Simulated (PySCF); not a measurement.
SMILES C#CCc1ccccc1 (C₉H₈), GFN2-xTB optimised geometry.

```
17

C     -1.86    -2.63    -2.55
C     -1.70    -2.33    -1.41
C     -1.47    -1.93    -0.03
C     -0.71    -0.63     0.00
C     -1.38     0.58    -0.01
C     -0.68     1.78    -0.01
C      0.70     1.77     0.00
C      1.38     0.56     0.00
C      0.68    -0.63     0.00
H     -2.02    -2.92    -3.55
H     -2.44    -1.81     0.47
H     -0.91    -2.71     0.48
H     -2.46     0.59    -0.02
H     -1.22     2.71    -0.01
H      1.25     2.70     0.00
H      2.46     0.55     0.00
H      1.22    -1.57     0.00
```

Density from CAM-B3LYP/def2-SVP in PySCF 2.14.0 at that geometry.

Minimum of the electron density along straight lines between bonded atoms, close to the bond critical point (lines longer than 1.1 times the sum of covalent radii, or with two minima, are not listed):

```json
[
 {"bond": "C1–C2", "length / Å": "1.196", "ρ at the minimum / e bohr⁻³": "?", "∇²ρ there / e bohr⁻⁵": "-1.05", "position (fraction from the first atom)": "0.47"},
 {"bond": "C2–C3", "length / Å": "1.452", "ρ at the minimum / e bohr⁻³": "0.271", "∇²ρ there / e bohr⁻⁵": "-0.68", "position (fraction from the first atom)": "0.53"},
 {"bond": "C3–C4", "length / Å": "1.508", "ρ at the minimum / e bohr⁻³": "?", "∇²ρ there / e bohr⁻⁵": "-0.61", "position (fraction from the first atom)": "0.50"},
 {"bond": "C4–C5", "length / Å": "1.388", "ρ at the minimum / e bohr⁻³": "0.313", "∇²ρ there / e bohr⁻⁵": "-0.81", "position (fraction from the first atom)": "0.50"},
 {"bond": "C5–C6", "length / Å": "1.384", "ρ at the minimum / e bohr⁻³": "0.315", "∇²ρ there / e bohr⁻⁵": "-0.82", "position (fraction from the first atom)": "0.50"},
 {"bond": "C6–C7", "length / Å": "1.384", "ρ at the minimum / e bohr⁻³": "0.315", "∇²ρ there / e bohr⁻⁵": "-0.82", "position (fraction from the first atom)": "0.50"},
 {"bond": "C7–C8", "length / Å": "1.384", "ρ at the minimum / e bohr⁻³": "0.315", "∇²ρ there / e bohr⁻⁵": "-0.82", "position (fraction from the first atom)": "0.50"},
 {"bond": "C4–C9", "length / Å": "1.388", "ρ at the minimum / e bohr⁻³": "0.313", "∇²ρ there / e bohr⁻⁵": "-0.81", "position (fraction from the first atom)": "0.50"},
 {"bond": "C8–C9", "length / Å": "1.383", "ρ at the minimum / e bohr⁻³": "0.315", "∇²ρ there / e bohr⁻⁵": "-0.82", "position (fraction from the first atom)": "0.50"},
 {"bond": "C1–H10", "length / Å": "1.049", "ρ at the minimum / e bohr⁻³": "0.294", "∇²ρ there / e bohr⁻⁵": "?", "position (fraction from the first atom)": "0.66"},
 {"bond": "C3–H11", "length / Å": "1.094", "ρ at the minimum / e bohr⁻³": "0.276", "∇²ρ there / e bohr⁻⁵": "-1.03", "position (fraction from the first atom)": "0.64"},
 {"bond": "C3–H12", "length / Å": "1.094", "ρ at the minimum / e bohr⁻³": "0.276", "∇²ρ there / e bohr⁻⁵": "-1.03", "position (fraction from the first atom)": "0.64"},
 {"bond": "C5–H13", "length / Å": "1.081", "ρ at the minimum / e bohr⁻³": "0.283", "∇²ρ there / e bohr⁻⁵": "-1.08", "position (fraction from the first atom)": "0.63"},
 {"bond": "C6–H14", "length / Å": "1.080", "ρ at the minimum / e bohr⁻³": "0.284", "∇²ρ there / e bohr⁻⁵": "-1.09", "position (fraction from the first atom)": "0.63"},
 {"bond": "C7–H15", "length / Å": "1.080", "ρ at the minimum / e bohr⁻³": "0.284", "∇²ρ there / e bohr⁻⁵": "-1.09", "position (fraction from the first atom)": "0.63"},
 {"bond": "C8–H16", "length / Å": "1.080", "ρ at the minimum / e bohr⁻³": "0.284", "∇²ρ there / e bohr⁻⁵": "-1.09", "position (fraction from the first atom)": "0.63"},
 {"bond": "C9–H17", "length / Å": "1.081", "ρ at the minimum / e bohr⁻³": "0.283", "∇²ρ there / e bohr⁻⁵": "-1.08", "position (fraction from the first atom)": "0.63"}
]
```

**Question.** Complete the blanks.

**Answer.** 
- C1–C2, ρ at the minimum / e bohr⁻³: 0.402
- C3–C4, ρ at the minimum / e bohr⁻³: 0.254
- C1–H10, ∇²ρ there / e bohr⁻⁵: -1.23
